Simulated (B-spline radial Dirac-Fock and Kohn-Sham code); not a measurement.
## f′ and f″ of Pm, 513.4 eV to 4 keV

The computed values come from a B-spline atomic structure program: the dispersion relation over Dirac-Hartree-Slater subshell photoionisation cross sections, with the Kissel-Pratt high-energy constant (isolated atom, no bound-bound lines or fine structure). The forward scattering factor is f₀ + f′ + i f″.

Edges near this range: M1 1650.0 eV, M2 1471.4 eV, M3 1357.0 eV, M4 1052.0 eV, M5 1027.0 eV.

```
hν (eV)  λ (Å)   f′ (e)  f″ (e)  tabulated f′  tabulated f″
  513.4  24.15  -31.471  10.068             –          9.39
  522.2  23.74  -31.381  10.018             –          9.38
  546.1  22.70  -31.170   9.877             –          9.32
  620.3  19.99  -30.825   9.401             –          9.00
  642.5  19.30  -30.812   9.253             –          8.87
  831.8  14.91  -32.761   7.988             –          7.71
    917  13.52  -35.792   7.454             –          7.25
  967.5  12.81  -39.417   7.153             –          7.02
   1000  12.40  -43.909   6.967        -43.49          6.96
   1247  9.943  -24.910  29.386        -26.41         29.62
 1253.6  9.890  -24.653  29.186        -26.01         29.38
   1351  9.177  -24.594  26.453        -24.75         27.32
 1486.9  8.338  -18.023  28.883        -18.15         28.00
   2000  6.199        ?       ?             ?             ?
   2326  5.330   -5.847  17.081         -5.83         16.60
 2984.4  4.154   -4.460  12.012         -4.48         11.76
   3514  3.528   -4.367   9.451         -4.39          9.07
   3565  3.478   -4.381   9.251         -4.40          8.86
   3832  3.235   -4.499   8.305         -4.51          7.92
   4000  3.100   -4.607   7.785         -4.62          7.41
```

Q: What are f′ and f″ at 2000 eV?

A: f′ = -7.903 and f″ = 20.907 electrons (tables: -7.91 and 20.34). By the optical theorem f″ corresponds to a photoabsorption cross section 2 rₑ λ f″ = 730000 b.

Tabulated f′: xraylib 4.2 anomalous scattering factors (Cullen et al., EPDL97); f″: Chantler's tables (J. Phys. Chem. Ref. Data 1995 and 2000). Both are theoretical tables.
